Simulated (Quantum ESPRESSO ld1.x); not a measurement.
Results of a calculation; reference values are marked as such.
Species: K I. Configuration: [Ne] 3s1 3p6 4s2 (not the ground configuration). Code: ld1.x of Quantum ESPRESSO 7.5. Model: scalar-relativistic Kohn-Sham, LDA (Slater exchange, VWN5 correlation), spin-unpolarised, spherical densities, point nucleus.

Normalised radial functions P(r) = r R(r), r in bohr:

```
   r/bohr * 1s, o 2p, + 3p (the largest magnitude, 3.1, reaches the edge; | marks zero, & curves that meet)
 0.008096                             &         *
  0.01237                             &             *
   0.0189                             +o                 *
  0.02865                             +o                      *
  0.04379                             |+o                        *
  0.06691                             | +  o                     *
   0.1014                             |  +    o            *
    0.155                             |   +       &
   0.2368                             |   &         o
    0.359                             |*+          o
   0.5486                           + *       o
   0.8383                      +      *  o
    1.271                     +       &
    1.942                        +    &
    2.967                           + &
    4.498                             &
    6.873                             &
     10.5                             &
    15.92                             &
```

1s: eigenvalue -3521.4 eV, 0 radial nodes, <r> = 0.0812 bohr, 90 % of the charge inside 0.145 bohr. 2p: eigenvalue -289.54 eV, 0 radial nodes, <r> = 0.351 bohr, 90 % of the charge inside 0.580 bohr. 3p: eigenvalue -25.284 eV, 1 radial node at r = 0.450 bohr, <r> = 1.37 bohr, 90 % of the charge inside 2.11 bohr.
